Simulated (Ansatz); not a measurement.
One change: `OBS[S][GaH2]` becomes `OBSCO`.

Ansatz, PBE0-D4/def2-TZVP geometries, multiplicity 1. Each molecule was computed in one conformer, which needn't be the lowest.

Scalar relativity is left out up to krypton.

```csv
property,`OBS[S][GaH2]`
size of the dipole moment (B3LYP/def2-TZVPP) / D,0.64
HOMO–LUMO gap (PBE0/def2-TZVPP) / eV,5.98
HOMO–LUMO gap (ωB97M-V/def2-TZVPP) / eV,10.15
HOMO energy (PBE/def2-TZVPP) / eV,-6.31
LUMO energy (PBE/def2-TZVPP) / eV,-2.50
LUMO energy (PBE0/def2-TZVPP) / eV,-1.51
```

Question: What does the change do to each property? (An estimate is asked.)

Answer: Computed: 
```
                                        property  `OBSCO`  shift
size of the dipole moment (B3LYP/def2-TZVPP) / D     0.70   0.06
            HOMO–LUMO gap (PBE0/def2-TZVPP) / eV     7.36   1.38
         HOMO–LUMO gap (ωB97M-V/def2-TZVPP) / eV    11.44   1.29
               HOMO energy (PBE/def2-TZVPP) / eV    -6.18   0.13
               LUMO energy (PBE/def2-TZVPP) / eV    -1.02   1.48
              LUMO energy (PBE0/def2-TZVPP) / eV    -0.07   1.44
```

With PBE0 the HOMO rises by 0.06 eV and the LUMO rises by 1.44 eV, so the gap widens by about 1.38 eV. PBE moves the HOMO by 0.13 eV and ωB97M-V by -0.02 eV. Dipoles are sizes alone; their direction can turn.

B3LYP here is the variant with VWN-RPA as its local correlation; programs differ in this.
